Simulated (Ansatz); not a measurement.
```yaml
crystal:
  periodic: [false, false, false]
  atoms:
    - {symbol: Br, position_ang: [0.244160, -2.144980, 4.813449]}
    - {symbol: Ag, position_ang: [0.184374, -1.252422, 2.829667]}
    - {symbol: N, position_ang: [0.118778, -0.358624, 0.584192]}
    - {symbol: C, position_ang: [-0.230146, 0.870353, 0.779359]}
    - {symbol: C, position_ang: [-0.336295, 1.756622, -0.623321]}
    - {symbol: C, position_ang: [-0.247964, 0.990526, -1.827805]}
    - {symbol: C, position_ang: [0.105013, -0.457045, -1.640165]}
    - {symbol: C, position_ang: [0.231219, -1.125256, -0.384937]}
    - {symbol: H, position_ang: [-0.226876, 1.595855, 1.521761]}
    - {symbol: H, position_ang: [-0.475717, 2.505721, -0.739968]}
    - {symbol: H, position_ang: [-0.292453, 1.387723, -2.672707]}
    - {symbol: H, position_ang: [0.445733, -1.161722, -2.362757]}
    - {symbol: H, position_ang: [0.492065, -2.160089, -0.125514]}
basis:
  gaussian: {orbitals: def2-SVP}
hamiltonian: {xc: {name: revPBE}, dispersion: d3bjatm}
relax: {f_tol: 0.001, max_steps: 1}
```

```sh
$ ansatz run in.yaml --threads 2 --pin off --events-out ev --progress --plain --max-ram 22528MiB --backend cuda --devices 0, --max-vram 18GiB
```

Shortened log:

```
Functional definition: revPBE
1879 factors; their error is unknown
mean field evaluation 1: about -80767.0376 eV, gradient 5.9e1 eV
mean field evaluation 2: about -80754.1977 eV, gradient 9.3e1 eV
mean field evaluation 4: about -80776.2266 eV, gradient 9.2e0 eV
mean field evaluation 8: about -80776.4508 eV, gradient 1.4e-1 eV
mean field evaluation 16: about -80776.3224 eV, gradient 1.7e-3 eV
mean field -80776.32241434 eV, -2968.4750965693 hartree, gradient 2.1e-5 eV, S^2 0.000000; 0 other end points of the search recorded, 0 dependent functions left out
reference -80776.32247993 eV, -2968.4750989796 hartree; 48, 48 occupied and 124, 124 virtual orbitals, 1879 factors
relax step   1: F+E_penalty+E_count = -80777.29758447 eV  Δ(F+E_penalty+E_count) = +0.000e0 eV  max|allowed force component| = 3.419e1 eV/Å  Δτ_max = 0.0000 Å  (33 SCF iters, accepted)
Error: geometry relaxation did not converge after 1 steps: max|allowed force component| = 3.42e1 eV/Å (threshold 1.0e-3). Raise `relax.max_steps` over both its present limit and 1, loosen `relax.f_tol`, or start from a geometry closer to equilibrium. Where this run's directory can be resumed (`checkpoint.write`), a resume goes on for up to `relax.max_steps` more
```

(1) What is wrong with this run?

## Answers

(1) The relaxation is allowed too few steps for its threshold. The run did not converge.
